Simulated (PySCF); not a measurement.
H2PbS, SMILES [SH][PbH] (connectivity only; charge and spin as stated), neutral, multiplicity 1.

Coordinates come from a PBE0-D3(BJ)/def2-TZVP optimisation. The def2 effective core potentials stand for the cores of Pb; spin–orbit coupling is left out.

All values below come from PBE0-D3(BJ)/def2-TZVP (PySCF).

Frequencies are harmonic and unscaled.

Computed harmonic wavenumbers and intensities:
```csv
mode,ν (cm⁻¹),IR (km/mol),moving atoms (share of kinetic energy)
1,312,37.6,"S 84 %, Pb 14 %"
2,449,0.0,H 98 %
3,465,12.1,H 98 %
4,697,18.1,H 95 %
5,1627,468.5,H 100 %
6,2708,0.8,H 97 %
```
